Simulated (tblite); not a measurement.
Species: C6H11NOSi.
Atom-mapped SMILES: `[H]/[N:2]=[CH:3]\[CH2:4][SiH2:5][O:6][C@:7]12[CH2:8][C@H:9]1[CH2:10]2` (hydrogens: H1 on N2; H11 on C3; H12, H13 on C4; H14, H15 on Si5; H16, H17 on C8; H18 on C9; H19, H20 on C10)

Computed with GFN2-xTB (tblite), gas phase: L-BFGS steps from a force-field or distance-geometry start until the largest atomic force falls under 0.01 eV/Å.

Step 153: E = -737.8111 eV
```
atom  x, y, z in Å  |  force x, y, z in eV/Å
H1      3.9633   -0.6299   -1.3076    0.027   0.037   0.076
N2      3.9072   -0.8712   -0.3160   -0.057   0.001  -0.041
C3      3.1542   -0.1282    0.3615    0.033  -0.014  -0.008
C4      2.3556    1.0392   -0.1009   -0.002  -0.023   0.005
Si5     0.7308    0.4517   -0.9148   -0.023  -0.004  -0.024
O6     -0.3488    0.6562    0.2794    0.008  -0.005   0.005
C7     -1.6712    0.3801    0.3257    0.000  -0.028   0.021
C8     -2.6112    0.4291    1.4843    0.021  -0.011  -0.074
C9     -2.4816   -0.8231    0.6589   -0.003  -0.023  -0.074
C10    -2.6275   -0.1602   -0.6846    0.012  -0.003  -0.011
H11     3.0634   -0.3866    1.4141   -0.003   0.000  -0.024
H12     2.1491    1.7046    0.7347   -0.043   0.020  -0.018
H13     2.9211    1.5932   -0.8501   -0.006  -0.042  -0.035
H14     0.8402   -0.9416   -1.3680   -0.025   0.056   0.052
H15     0.3588    1.2891   -2.0614    0.037  -0.013   0.001
H16    -3.5141    1.0243    1.3989   -0.010   0.000   0.033
H17    -2.1745    0.4240    2.4746   -0.022  -0.003  -0.002
H18    -2.2817   -1.8367    0.9266    0.019   0.014   0.019
H19    -3.5424    0.3781   -0.9141    0.043   0.043   0.043
H20    -2.1959   -0.6612   -1.5444   -0.007  -0.002   0.055
```

Step 154: E = -737.8119 eV
```
atom  x, y, z in Å  |  force x, y, z in eV/Å
H1      3.9812   -0.6114   -1.3051    0.029   0.032   0.021
N2      3.9158   -0.8660   -0.3188   -0.024  -0.023  -0.023
C3      3.1548   -0.1326    0.3589   -0.004   0.021   0.033
C4      2.3560    1.0359   -0.1003   -0.008  -0.047  -0.001
Si5     0.7315    0.4534   -0.9171   -0.022   0.001  -0.012
O6     -0.3467    0.6419    0.2800    0.010   0.001   0.024
C7     -1.6700    0.3712    0.3256    0.040   0.007  -0.001
C8     -2.6115    0.4346    1.4803   -0.012   0.024  -0.004
C9     -2.4884   -0.8234    0.6639   -0.008  -0.062  -0.037
C10    -2.6285   -0.1672   -0.6825   -0.012   0.011  -0.022
H11     3.0563   -0.4002    1.4085   -0.010  -0.003  -0.024
H12     2.1465    1.6993    0.7354   -0.031   0.031  -0.001
H13     2.9205    1.5896   -0.8491    0.011  -0.017  -0.042
H14     0.8440   -0.9337   -1.3815   -0.023   0.020   0.033
H15     0.3558    1.3023   -2.0524    0.033  -0.003  -0.019
H16    -3.5108    1.0362    1.3905    0.004  -0.015   0.027
H17    -2.1772    0.4350    2.4723   -0.025  -0.011  -0.016
H18    -2.2947   -1.8359    0.9397    0.012   0.009   0.014
H19    -3.5384    0.3784   -0.9135    0.031   0.038   0.031
H20    -2.2015   -0.6764   -1.5381    0.008  -0.014   0.018
```

Step 155: E = -737.8130 eV
```
atom  x, y, z in Å  |  force x, y, z in eV/Å
H1      3.9791   -0.6134   -1.2999    0.021   0.024   0.016
N2      3.9150   -0.8656   -0.3129   -0.040   0.007   0.019
C3      3.1563   -0.1279    0.3640    0.009   0.018  -0.003
C4      2.3571    1.0378   -0.1036    0.005  -0.016  -0.015
Si5     0.7316    0.4494   -0.9160   -0.009   0.025  -0.019
O6     -0.3445    0.6357    0.2821    0.017   0.012   0.053
C7     -1.6674    0.3670    0.3280    0.037   0.003  -0.022
C8     -2.6093    0.4285    1.4816   -0.010   0.014   0.033
C9     -2.4903   -0.8263    0.6577   -0.020  -0.028  -0.009
C10    -2.6288   -0.1596   -0.6836   -0.008   0.011  -0.001
H11     3.0613   -0.3881    1.4160   -0.014  -0.002  -0.041
H12     2.1478    1.7108    0.7263   -0.011   0.001  -0.041
H13     2.9212    1.5825   -0.8622   -0.016  -0.034   0.015
H14     0.8467   -0.9376   -1.3739   -0.017  -0.013   0.016
H15     0.3464    1.2925   -2.0534    0.045  -0.006  -0.009
H16    -3.5054    1.0349    1.3935   -0.003  -0.018   0.026
H17    -2.1771    0.4231    2.4755   -0.031  -0.018  -0.045
H18    -2.3035   -1.8412    0.9286    0.014   0.004   0.011
H19    -3.5349    0.3934   -0.9085    0.009   0.039   0.023
H20    -2.2065   -0.6651   -1.5425    0.023  -0.022  -0.006
```

**Question.** Estimate the geometry and energy of step 156. (The exact step hangs on the optimiser's Hessian estimate; all steps are aligned on step 155, rigid shifts and turns removed.)

**Answer.** E = -737.8143 eV, largest force 0.076 eV/Å
```
atom  x, y, z in Å  |  force x, y, z in eV/Å
H1      3.9649   -0.6216   -1.2933    0.022   0.020  -0.033
N2      3.9045   -0.8690   -0.3060   -0.018  -0.007   0.050
C3      3.1518   -0.1241    0.3694    0.004   0.037  -0.019
C4      2.3550    1.0398   -0.1066   -0.005  -0.015  -0.025
Si5     0.7310    0.4483   -0.9192   -0.019   0.029  -0.023
O6     -0.3428    0.6465    0.2791    0.038   0.028   0.059
C7     -1.6631    0.3701    0.3294    0.033   0.018  -0.001
C8     -2.6050    0.4192    1.4837   -0.026   0.017   0.025
C9     -2.4796   -0.8291    0.6498   -0.045   0.003   0.023
C10    -2.6253   -0.1493   -0.6832   -0.028   0.007  -0.051
H11     3.0632   -0.3745    1.4228   -0.028  -0.013  -0.003
H12     2.1403    1.7185    0.7171    0.005   0.004  -0.033
H13     2.9238    1.5772   -0.8663   -0.019  -0.016   0.009
H14     0.8415   -0.9449   -1.3551   -0.011  -0.032  -0.001
H15     0.3452    1.2747   -2.0706    0.056  -0.016   0.022
H16    -3.5053    1.0213    1.4002    0.019  -0.028   0.020
H17    -2.1752    0.4100    2.4780   -0.013  -0.026  -0.029
H18    -2.2921   -1.8452    0.9133    0.020  -0.016   0.009
H19    -3.5319    0.4077   -0.8962   -0.003   0.020   0.007
H20    -2.2061   -0.6447   -1.5495    0.019  -0.016  -0.005
```

The energy changes by -0.0014 eV. The first-order estimate −F·Δx gives -0.0021 eV and the mean of the old and new forces, exact on a quadratic surface, -0.0013 eV. The step makes an angle of 79° with the force vector and moves no atom by more than 0.025 Å.

What follows is the cost of the whole relaxation. The run took 1.7 s on Arm Neoverse V2, one thread (shared host).
